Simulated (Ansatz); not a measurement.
Gas-phase electronic energies from Ansatz, PBE0-D4/def2-TZVP geometries. CCSD(T)/CBS adds triple-zeta CCSD(T) − MP2 to the extrapolated MP2 energy (def2 sets, frozen cores). Functionals use def2-TZVPP. B3LYP here is the variant with VWN-RPA as its local correlation; programs differ in this. One conformer a species, not always the lowest.

Reaction (redistribution): `O[SiH2]S[SiH](Cl)Cl` + `C=C[SiH2][SiH2]Cl` → `O[SiH2][SiH2]Cl` + `C=C[SiH2]S[SiH](Cl)Cl`

`O[SiH2]S[SiH](Cl)Cl`:

Z-matrix (Å, degrees):
```
Si
S 1 2.156
O 1 1.633 2 112.9
H 1 1.486 2 106.7 3 -123.6
H 1 1.475 2 106.1 3 116.5
Si 2 2.103 1 96.4 3 88.5
H 3 0.960 1 116.9 2 -60.0
Cl 6 2.060 2 111.2 1 -53.7
Cl 6 2.035 2 108.1 1 -173.0
H 6 1.473 2 113.6 1 66.0
```

`C=C[SiH2][SiH2]Cl`:

Z-matrix (Å, degrees):
```
Si
C 1 1.859
Si 1 2.342 2 109.4
H 1 1.490 2 109.5 3 -120.1
H 1 1.489 2 111.4 3 118.8
C 2 1.330 1 123.3 3 115.6
H 2 1.089 1 118.2 3 -62.8
Cl 3 2.070 1 107.7 2 55.0
H 3 1.486 1 113.2 2 173.6
H 3 1.485 1 112.2 2 -62.9
H 6 1.086 2 122.0 1 -178.6
H 6 1.086 2 121.9 1 1.5
```

`O[SiH2][SiH2]Cl`:

Z-matrix (Å, degrees):
```
Si
Si 1 2.349
O 1 1.649 2 108.5
H 1 1.490 2 108.1 3 121.9
H 1 1.483 2 112.3 3 -117.8
Cl 2 2.078 1 104.0 3 -42.4
H 2 1.485 1 114.2 3 73.8
H 2 1.485 1 114.4 3 -159.7
H 3 0.960 1 116.5 2 44.0
```

`C=C[SiH2]S[SiH](Cl)Cl`:

Cartesian coordinates in Å:
```
C 1.712 0.700 -1.047
C 0.922 1.156 -0.079
Si -0.916 1.208 -0.272
S -1.937 0.021 1.217
Si -0.945 -1.829 1.064
Cl -0.622 -2.378 -0.881
Cl 0.863 -1.832 2.019
H 1.309 0.329 -1.985
H 2.793 0.668 -0.943
H 1.370 1.501 0.851
H -1.476 2.558 -0.015
H -1.280 0.747 -1.633
H -1.792 -2.850 1.704
```

| level | ΔE (kJ/mol) | difference from CCSD(T)/CBS |
| --- | --- | --- |
| PBE-D4 | 15.1 | 0.3 |
| r2SCAN-D4 | 16.2 | 1.4 |
| PBE0-D4 | 14.7 | -0.1 |
| B3LYP-D4 | 11.7 | -3.1 |
| ωB97X-V | 13.7 | -1.1 |
| ωB97M-V | 14.5 | -0.3 |
| B2PLYP | 16.7 | 1.9 |
| PBE | 19.3 | 4.5 |
| r2SCAN | 17.7 | 2.9 |
| PBE0 | 18.8 | 4.0 |
| B3LYP | 18.2 | 3.4 |
| HF/def2-TZVPP | 16.2 | 1.4 |
| MP2/def2-TZVPP | 14.1 | -0.7 |
| SCS-MP2/def2-TZVPP | 13.9 | -0.9 |
| CCSD/def2-TZVPP | 15.6 | 0.8 |
| CCSD(T)/def2-TZVPP | 15.5 | 0.7 |
| HF/def2-QZVPP | 16.5 | 1.7 |
| MP2/def2-QZVPP | 13.8 | -1.0 |
| SCS-MP2/def2-QZVPP | 13.7 | -1.1 |
| HF/CBS(def2) | 16.5 | 1.7 |
| MP2/CBS(def2) | 13.5 | -1.3 |
| CCSD/CBS(def2) | 15.0 | 0.2 |
| CCSD(T)/CBS | 14.8 | 0 |

Largest T1 diagnostic among the species: 0.011.

The D4 term adds −6.5 kJ/mol with B3LYP and −4.1 kJ/mol with PBE0; it sums over pairs of atoms, weighted by their polarisabilities, and B3LYP, whose exchange is more repulsive, gets the larger term.
